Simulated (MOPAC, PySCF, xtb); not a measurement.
Dimer: GaH3O (SMILES [OH][GaH2]) (first 5 atoms) with NH3 (SMILES N); geometry from B3LYP-D3(BJ)/def2-TZVP, rigid monomers moved along the line of their centres of mass till H3···N6 is 2.67 Å.
(charge 0, multiplicity 1):
```xyz
9

O     -0.0270     1.1941     1.1896
Ga    -0.0844    -0.0381    -0.0994
H      0.0108     0.8100     2.0890
H     -0.1465     0.5226    -1.5550
H     -0.0685    -1.5546     0.3143
N      0.1187    -0.0341     4.6193
H      0.9627     0.2482     5.1045
H     -0.6724     0.2636     5.1789
H      0.1074    -1.0472     4.5838
```

Monomers are frozen at their geometry in the pair; levels with a basis set take the counterpoise correction. Rows marked so take none.

Rows in 6-31G* carry no dispersion term and start afresh at each structure (6-31G* with six Cartesian d functions); the Pople sets are all-electron and without relativity. The state that PM7 reach isn't checked; PM7 holds dispersion and hydrogen-bond terms.

Codes used: MOPAC for PM7 (differences of heats of formation); PySCF for 6-31G* rows; xtb for the GFN methods. Values without a source in brackets are computed.

Question: One of these levels gives -15.8 kJ/mol for the interaction energy. Name it.
A) GFN-FF
B) B3LYP/6-31G* (no counterpoise)
C) PM7
D) HF/6-31G*

Answer: D, HF/6-31G*. The others give -20.2 (GFN-FF), -14.3 (PM7), -24.3 (B3LYP/6-31G* (no counterpoise))
